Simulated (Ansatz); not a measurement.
The same path of C2H8BSb (12 atoms, charge 0, multiplicity 1) was run twice with different band settings. The coordinate that changes most is the dihedral C3–Sb2–C4–H11.

Level of theory: Ansatz, RKS PBE-D4/def2-SVP.

Relaxed end points:

```xyz
12
Properties=species:S:1:pos:R:3
B -1.526 1.425 -0.058
Sb 0.607 0.896 0.089
C 0.511 -0.609 1.688
C 0.773 -0.469 -1.626
H -2.012 1.708 -1.138
H -2.178 1.619 0.953
H -0.123 -1.460 1.377
H 1.534 -0.965 1.914
H 0.080 -0.134 2.589
H 0.104 -1.339 -1.492
H 1.821 -0.810 -1.719
H 0.485 0.084 -2.542
```

```xyz
12
Properties=species:S:1:pos:R:3
B -1.943 0.726 0.286
Sb 0.206 1.058 -0.072
C 1.055 -0.189 1.528
C 0.528 -0.320 -1.754
H -2.718 0.689 -0.652
H -2.385 0.771 1.419
H 0.751 -1.244 1.395
H 2.157 -0.108 1.503
H 0.681 0.186 2.500
H -0.125 -0.009 -2.592
H 0.282 -1.356 -1.455
H 1.586 -0.260 -2.072
```

Common settings: movable images 7; climbing image yes; optimiser quadratic models (default); start path IDPP; force threshold 0.03 eV/Å; iteration limit 60; end points relaxed.

| run | spring |
| --- | --- |
| 1 | 5.0 eV/Å² |
| 2 | 2.0 to 10.0 eV/Å², energy-weighted |

Task: What does each run give, and how far can it be trusted?

Result: Run 1: converged after 6 iterations, highest image 0.027 eV above the first end. A vibrational analysis at the climbing image gives one clearly imaginary mode, 93i cm⁻¹: a first-order saddle point.
Run 2: converged after 7 iterations, highest image 0.027 eV above the first end. Another band between the same ends (7 images) ends at a top of the same energy, where a vibrational analysis finds 1 clearly imaginary mode.
